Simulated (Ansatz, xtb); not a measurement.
## A geometry optimisation of C4H8AlNO with r2SCAN-D4/def2-SVP

The starting geometry of this gas-phase singlet was built from a drawn formula by distance geometry and a force field; its bonds are those of `CO[C@@H](C#N)[AlH][CH3]`.

```xyz
15

C    -2.6848    0.4292   -0.0437
C    -0.6131   -0.4060    0.1915
C    -0.7438   -1.4398    1.2591
C     0.7265   -1.2908   -2.8620
Al    0.9689   -0.8892   -0.8800
N    -0.8202   -2.2249    2.1696
O    -1.7880   -0.4547   -0.6047
H    -3.6541    0.2990   -0.7152
H    -3.0108    0.1917    0.9090
H    -2.3894    1.4942   -0.2159
H    -0.3548    0.5802    0.6204
H     2.3959   -1.0022   -0.2811
H     1.0426   -2.3430   -3.0832
H    -0.3616   -1.2013   -3.1495
H     1.3250   -0.6059   -3.4666
```

Problem. Predict what it relaxes into with r2SCAN-D4/def2-SVP.

Solution. A new bond forms, giving a structure given below by its coordinates. Distances that change by over a tenth: Al5–N6 (3.78 → 2.20 Å). Contacts that close: C3–Al5 (2.80 → 2.11 Å).

The energy falls by 0.81 eV over 40 steps:

| step | E − E(last) (eV) |
| --- | --- |
| 1 | 0.813 |
| 5 | 0.084 |
| 10 | 0.063 |
| 14 | 0.054 |
| 18 | 0.053 |
| 23 | 0.051 |
| 27 | 0.051 |
| 31 | 0.039 |
| 36 | 0.000 |
| 40 | 0.000 |

Final geometry (Å):

| atom | x (Å) | y (Å) | z (Å) |
| --- | --- | --- | --- |
| C | -2.8746 | 0.6127 | -0.0434 |
| C | -0.6267 | -0.0293 | 0.1461 |
| C | -0.5259 | -1.3686 | 0.6572 |
| C | 0.6400 | -1.6651 | -2.5568 |
| Al | 1.0249 | -1.0728 | -0.7467 |
| N | 0.0288 | -2.4246 | 0.6674 |
| O | -1.6796 | 0.2452 | -0.7070 |
| H | -3.6206 | 0.8413 | -0.8166 |
| H | -3.2474 | -0.2138 | 0.5915 |
| H | -2.7229 | 1.5052 | 0.5929 |
| H | -0.4133 | 0.7471 | 0.9036 |
| H | 2.3872 | -0.6894 | -0.0428 |
| H | 1.1207 | -2.6304 | -2.7878 |
| H | -0.4461 | -1.7844 | -2.7033 |
| H | 0.9940 | -0.9366 | -3.3063 |

From the same start GFN2-xTB ends elsewhere, differing in C3–Al5 (3.09 against 2.11 Å here), Al5–N6 (4.08 against 2.20 Å here), Al5–O7 (1.84 against 3.01 Å here).

No frequencies were run, so the end isn't proven a minimum. Run with Ansatz 0.2.0, 84 s on 2 threads of Intel(R) Xeon(R) 6975P-C (Granite Rapids), on a shared host.
